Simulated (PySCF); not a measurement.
AsBH4O, SMILES OB[AsH2]. Geometry: PBE-D3(BJ)/def2-TZVP. Other conformers were not sampled.

Level of theory: PySCF 2.14.0 with PBE-D3(BJ)/def2-TZVP.

Harmonic wavenumbers (cm⁻¹): 147, 249, 448, 493, 663, 683, 844, 947, 969, 1133, 1302, 2110, 2148, 2555, 3691. Rotational constants (GHz): 36.38, 3.347, 3.148; symmetry number 1.

### Question
Work out the zero-point energy and the ideal-gas rigid-rotor harmonic-oscillator thermochemistry at 298.15 K and 1 atm.

### Answer
ZPE = ½ Σ hcν = ½ × 18380 cm⁻¹ = 109.94 kJ/mol. H − E(el) = 125.28 kJ/mol. Entropy in J/(mol K): translation 166.88, rotation 101.43, vibration 29.63, total 297.94. G − E(el) = 36.45 kJ/mol. Cp = 74.74 J/(mol K). Modes under 150 cm⁻¹ make the vibrational entropy uncertain.
